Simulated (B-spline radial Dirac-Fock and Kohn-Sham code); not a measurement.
## Mg⁺ 1s: cross section and angular parameters

System: the Mg⁺ ion, configuration [Ne] 3s1; threshold 1303.4 eV (orbital energy of the model). Model: Dirac-Hartree-Slater photoionisation with a Latter tail; cross sections with all multipoles, angular parameters from the dipole term and its interference with E2. Program: a radial atomic solver.

For linearly polarised light dσ/dΩ = σ/(4π) [1 + β P₂(cos θ) + (δ + γ cos²θ) sin θ cos φ], with θ from the polarisation vector and φ the angle between the beam and the projection of the electron momentum on the plane normal to the polarisation.

| hν (eV) | σ (kb) | β | γ |
| --- | --- | --- | --- |
| 1380 | 185 | 2.000 | -0.032 |
| 1486.9 | 152 | 2.000 | 0.079 |
| 1800 | 94.4 | 2.000 | 0.310 |
| 2000 | 72.3 | 2.000 | 0.417 |
| 2620 | ? | ? | ? |
| 2650 | 34.5 | 2.000 | 0.684 |
| 3020 | 24.3 | 2.000 | 0.806 |
| 3090 | 22.8 | 2.000 | 0.827 |
| 5414.7 | 4.71 | 2.000 | 1.381 |
| 6010 | 3.48 | 2.000 | 1.495 |
| 7260 | 2.00 | 2.000 | 1.709 |
| 10200 | 0.726 | 2.000 | 2.131 |
| 15000 | 0.224 | 1.999 | 2.683 |

Problem. Give the values at 2620 eV.

Solution. σ = 35.6 kb, β = 2.000, γ = 0.674. For an s subshell δ is negligible.

Values without a named source are computed, but for edge energies of neutral atoms, which are taken from tables.
